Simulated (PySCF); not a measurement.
C₂H₅ClOSi, SMILES C=C[Si@H](O)Cl. The structure is a stationary point at PBE-D3(BJ)/def2-SVP. The structure was generated by enumeration; whether it is a known compound was not checked. Other conformers were not sampled.

Computed equilibrium geometry at PBE-D3(BJ)/def2-SVP (PySCF confirms it by a frequency run) as bond lengths and angles (one conformer of several):
Atoms: C1 C2 Si3 O4 Cl5 H6 H7 H8 H9 H10. Bonded distances (Å): C1–C2 1.349, C1–H6 1.104, C1–H7 1.104, C2–Si3 1.868, C2–H8 1.106, Si3–O4 1.674, Si3–Cl5 2.092, Si3–H9 1.493, O4–H10 0.974. Bond angles (°): C2–C1–H6 121.2, C2–C1–H7 122.4, H6–C1–H7 116.4, C1–C2–Si3 121.5, C1–C2–H8 119.2, Si3–C2–H8 119.4, C2–Si3–O4 111.0, C2–Si3–Cl5 107.0, C2–Si3–H9 114.5, O4–Si3–Cl5 111.3, O4–Si3–H9 105.2, Cl5–Si3–H9 107.8, Si3–O4–H10 115.0.
Charge 0, spin multiplicity 1.
